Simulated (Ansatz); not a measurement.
Consider the formal hydrolysis of a C–C bond: `BOCCS` + H₂O → `BOCO` + CH₃SH.

Isolated molecules relaxed with PBE0-D4/def2-TZVP in Ansatz; ΔE leaves out vibrations. CCSD(T)/CBS adds triple-zeta CCSD(T) − MP2 to the extrapolated MP2 energy (def2 sets, frozen cores). This one scheme is used for every species. Functionals use def2-TZVPP. Each species was taken in one conformer, which may not be the lowest.

`BOCCS`:

```xyz
12

B     0.840   -1.020    1.804
O     1.148   -0.370    0.672
C     0.269   -0.333   -0.440
C    -0.237    1.078   -0.641
S    -1.252    1.240   -2.126
H     1.643   -0.977    2.690
H    -0.204   -1.611    1.895
H     0.825   -0.659   -1.322
H    -0.567   -1.023   -0.282
H    -0.788    1.424    0.235
H     0.606    1.758   -0.788
H    -2.283    0.493   -1.698
```

H₂O:

Cartesian coordinates in Å:
```
O 0.269 -0.281 0.001
H -0.270 0.015 0.738
H 0.001 0.266 -0.739
```

`BOCO`:

Z-matrix (Å, degrees):
```
C
O 1 1.416
O 1 1.382 2 111.0
H 1 1.096 2 106.2 3 -122.2
H 1 1.093 2 110.1 3 118.1
B 2 1.344 1 121.5 3 -104.2
H 3 0.962 1 108.8 2 -65.4
H 6 1.202 2 120.0 1 -2.9
H 6 1.196 2 117.0 1 177.8
```

CH₃SH:

```xyz
6

C    -0.420   -0.200   -0.158
S     0.589    0.964    0.785
H    -0.259   -0.091   -1.230
H    -1.458    0.050    0.065
H    -0.237   -1.228    0.150
H     1.786    0.505    0.388
```

(1) Is it downhill or uphill in electronic energy at CCSD(T)/CBS, and by how much? (An estimate is asked.)

(2) What do these levels give: B97M-V, CAM-B3LYP-D4, MP2/def2-SVP, CCSD(T)/def2-SVP, CCSD/def2-TZVPP, HF/CBS(def2)? (Estimate.)

Largest T1 diagnostic among the species: 0.013.

Answers

(1) Computed: Uphill: ΔE = +0.35 eV.

(2) Computed: B97M-V 0.23, CAM-B3LYP-D4 0.21, MP2/def2-SVP 0.24, CCSD(T)/def2-SVP 0.19, CCSD/def2-TZVPP 0.27, HF/CBS(def2) 0.11 eV.

At CCSD(T), def2-SVP lies −0.16 eV from the extrapolated value and def2-TZVPP −0.06 eV. The D4 term adds +0.07 eV with B3LYP and +0.04 eV with PBE0; it sums over pairs of atoms, weighted by their polarisabilities, and B3LYP, whose exchange is more repulsive, gets the larger term.

B3LYP here is the variant with VWN-RPA as its local correlation; programs differ in this.
